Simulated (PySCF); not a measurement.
Protonation sites of `OCC1C=C1` (C4H6O)

Parent: `OCC1C=C1` (C4H6O). Non-hydrogen atoms are numbered in `[OH:1][CH2:2][CH:3]1[CH:4]=[CH:5]1`.

Energies: B3LYP-D3(BJ)/def2-TZVP (PySCF, density fitting, integration grid level 2) on PBE0-D3(BJ)/def2-SVP structures. Zero-point and thermal terms (298.15 K, 1 bar) come from unscaled PBE0-D3(BJ)/def2-SVP harmonic frequencies, with soft modes damped to free rotors in the entropy.

| site | product | PA / kJ/mol | GB / kJ/mol |
| --- | --- | --- | --- |
| O1 (hydroxyl oxygen) | `[OH2+]CC1C=C1` | 805 | 772 |

PA is −ΔH and GB is −ΔG of B + H⁺ → BH⁺ in the gas phase. Sites whose products fell apart, merged with another or lost in a GFN2-xTB screen aren't listed.

In THF the product from O1 is solvated 217 kJ/mol more strongly than the parent (electrostatics only).

---

## Where does aluminum chloride take a proton?

System: `[Cl][Al]([Cl])[Cl]` (AlCl3). Atom numbers as in the mapped SMILES `[Cl:1][Al:2]([Cl:3])[Cl:4]`.

Computed at PBE0-D3(BJ)/def2-TZVP // PBE-D3(BJ)/def2-SVP with PySCF (density fitting, grid level 2). Zero-point and thermal terms (298.15 K, 1 bar) come from unscaled PBE-D3(BJ)/def2-SVP harmonic frequencies, with soft modes damped to free rotors in the entropy.

```jsonl
{"site": "Cl1 (chlorine)", "product": "[Cl][Al]([Cl])[ClH+]", "PA / kJ/mol": "628", "GB / kJ/mol": "605"}
```

PA is −ΔH and GB is −ΔG of B + H⁺ → BH⁺ in the gas phase.

---

Where does `N=[PH3]` (H4NP) take a proton?

Parent: `N=[PH3]` (H4NP). Non-hydrogen atoms are numbered in `[NH:1]=[PH3:2]`.

Computed at ωB97X-D3(BJ)/def2-TZVP // PBE0-D3(BJ)/def2-SVP with PySCF (density fitting, grid level 2). Zero-point and thermal terms (298.15 K, 1 bar) come from unscaled PBE0-D3(BJ)/def2-SVP harmonic frequencies, with soft modes damped to free rotors in the entropy.

| site | product | PA / kJ/mol | GB / kJ/mol |
| --- | --- | --- | --- |
| N1 (nitrogen) | `[NH2+]=[PH3]` | 968 | 938 |

PA is −ΔH and GB is −ΔG of B + H⁺ → BH⁺ in the gas phase. Sites whose products fell apart, merged with another or lost in a GFN2-xTB screen aren't listed.

Structures, frequencies and single points took 37 s of wall time on 1 thread of Arm Neoverse V1 (shared host), launched as `OMP_NUM_THREADS=1 python redox_run.py task.json out`.
